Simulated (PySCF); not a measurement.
## Working out the ionisation energy of Pd⁺

Pd⁺ [Kr] 4d9 (2D) → Pd²⁺ [Kr] 4d8 (3F). All numbers are calculated (PySCF 2.14, a scalar-relativistic core potential, in aug-cc-pwCVDZ-PP with ECP28MDF (6s6p5d3f, 70 functions)). Frozen: nothing. Energies in hartree (1 hartree = 27.21139 eV):

```
            part  Pd⁺ (lower)  Pd²⁺ (upper)
             UHF  -126.377306   -125.739965
CCSD correlation    -0.517301     -0.460808
             (T)    -0.013548     -0.009196
```

What does Hartree-Fock give?

(-125.739965) − (-126.377306) = 0.637341 hartree = 17.343 eV.

What do CCSD and CCSD(T) give?

The CCSD correlation energies differ by 0.056493 hartree = 1.537 eV and the triples by 0.004352 hartree = 0.118 eV, so CCSD gives 18.880 eV and CCSD(T) 18.998 eV.

Reference: 19.43 ± 0.12 eV (semi-empirical (NIST evaluation); NIST Atomic Spectra Database, ionization energies), between the lowest levels; spin-orbit coupling is absent from the calculation.

A double-zeta basis recovers only part of the correlation energy.

What remains against the reference includes basis incompleteness and higher excitations.
